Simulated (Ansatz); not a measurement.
C$_{2}$H$_{6}$AlCl, singlet, at a GFN2-xTB geometry (such geometries of metal compounds can be far from the true shape); R2SCAN/STO-3G (Ansatz, a first-principles code).

Input for Ansatz:
Ansatz 0.2 input:
```yaml
crystal:
  periodic: [false, false, false]
  atoms:
    - {symbol: Al, position_ang: [0.19336810, -0.22362314, 0.20469739]}
    - {symbol: C, position_ang: [2.04881583, -0.63261564, -0.39867224]}
    - {symbol: H, position_ang: [2.55571720, -1.37044326, 0.22610362]}
    - {symbol: H, position_ang: [2.67493413, 0.26590339, -0.40733043]}
    - {symbol: H, position_ang: [2.05971573, -1.01409035, -1.42528396]}
    - {symbol: C, position_ang: [-0.68671713, -0.95115699, 1.83877495]}
    - {symbol: H, position_ang: [-1.53792036, -1.59181966, 1.58505454]}
    - {symbol: H, position_ang: [-1.09258753, -0.14857686, 2.46389001]}
    - {symbol: H, position_ang: [-0.01687042, -1.54313835, 2.46532995]}
    - {symbol: Cl, position_ang: [-0.90172744, 1.04775891, -0.95349682]}
basis:
  gaussian:
    orbitals: STO-3G
hamiltonian:
  xc: r2scan
```

Write the output that Ansatz gives for this input, abridged.


```
Functional definition: r2SCAN
404 factors; integrals over basis functions are off by at most 7.4e-5 eV
mean field evaluation 1: about -21048.9931 eV, gradient 2.5e1 eV
mean field evaluation 2: about -21049.2446 eV, gradient 2.4e1 eV
mean field evaluation 4: about -21051.2190 eV, gradient 4.9e-1 eV
mean field evaluation 8: about -21051.1477 eV, gradient 2.3e-3 eV
mean field -21051.14770990 eV, -773.6154093582 hartree, gradient 7.0e-6 eV, S^2 0.000000; 0 other end points of the search recorded, 0 dependent functions left out
reference -21051.14771604 eV, -773.6154095842 hartree; 24, 24 occupied and 10, 10 virtual orbitals, 404 factors
Total energy: -21051.14771604 eV, -773.6154095842 hartree
```
